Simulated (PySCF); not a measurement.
Continuum solvent and chemical shifts

Atoms are numbered as in `[O:1]=[c:2]1[c:3]([F:4])[c:5]([O:6][CH:7]([F:8])[F:9])[c:10]1=[O:11]` (H(Xn): hydrogen on atom n).

GIAO PBE0/pcSseg-1 in PySCF 2.14.0 with density-fitted response routines on one PBE0-D3(BJ)/def2-SVP conformer, non-relativistic, equivalent nuclei averaged. Solvents enter as an IEF-PCM continuum (chloroform with ε = 4.7, water with ε = 78.4) around the gas-phase geometry. Shifts are referred to TMS, CFCl3 computed in the same medium.

In chloroform, δ in ppm: C10 198.0, C3 197.9, C5 190.1, C2 190.0, C7 118.1, F4 -65.8, F8/F9 -94.6, H(C7) 7.67. Dipole moment 2.77 D.

(1) How does each δ change in the more polar medium?

(2) Which nuclei move most (in ppm), and what does the model miss?

## Answers

(1) 
```
atoms                                environment  Δδ, water
  C10                       ring carbonyl carbon       +0.6
   C3                    unsaturated ring carbon       +0.1
   C5                    unsaturated ring carbon       +0.9
   C2                       ring carbonyl carbon       +1.5
   C7                 sp3 CH bonded to 2 F and O       +0.6
   F4            fluorine on an unsaturated ring       +0.5
F8/F9                    fluorine of a CF2 group       -0.4
H(C7)  hydrogen on an sp3 CH bonded to 2 F and O      +0.04
```

Changes are relative to chloroform. The dipole moment becomes 2.99 D in water.

(2) C2 (ring carbonyl carbon, +1.5 ppm) in water. A continuum only polarises the solute; specific hydrogen bonds, the anisotropy of aromatic solvents and changes of geometry or conformer are outside it.
